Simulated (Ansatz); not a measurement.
`OB(O)[O][Zn][F]` and `OB(O)[O][GeH3]` differ in one atom or group.

Ansatz, PBE0-D4/def2-TZVP geometries, multiplicity 1. Each molecule was computed in one conformer, which needn't be the lowest.

Scalar relativity is left out up to krypton.

| property | `OB(O)[O][Zn][F]` |
| --- | --- |
| size of the dipole moment (B3LYP/def2-TZVPP) / D | 3.68 |
| HOMO energy (ωB97M-V/def2-TZVPP) / eV | -11.45 |
| zero-point energy (PBE0-D4/def2-TZVP) / kJ/mol | 106.0 |
| HOMO–LUMO gap (B3LYP/def2-TZVPP) / eV | 7.15 |
| HOMO–LUMO gap (ωB97M-V/def2-TZVPP) / eV | 11.89 |
| LUMO energy (B3LYP/def2-TZVPP) / eV | -1.60 |

Problem. Give the same properties after the change, and the shifts. (Estimate.)

Solution. Ansatz gave: 
```csv
property,`OB(O)[O][GeH3]`,shift
size of the dipole moment (B3LYP/def2-TZVPP) / D,0.34,-3.34
HOMO energy (ωB97M-V/def2-TZVPP) / eV,-11.09,0.36
zero-point energy (PBE0-D4/def2-TZVP) / kJ/mol,165.1,59.1
HOMO–LUMO gap (B3LYP/def2-TZVPP) / eV,8.40,1.25
HOMO–LUMO gap (ωB97M-V/def2-TZVPP) / eV,12.85,0.96
LUMO energy (B3LYP/def2-TZVPP) / eV,-0.12,1.48
```

With PBE0 the HOMO rises by 0.25 eV and the LUMO rises by 1.40 eV, so the gap widens by about 1.15 eV. PBE moves the HOMO by 0.17 eV and ωB97M-V by 0.36 eV. The zero-point energy changes by 59.1 kJ/mol with +6 modes. Dipoles are sizes alone; their direction can turn.

B3LYP here is the variant with VWN-RPA as its local correlation; programs differ in this.
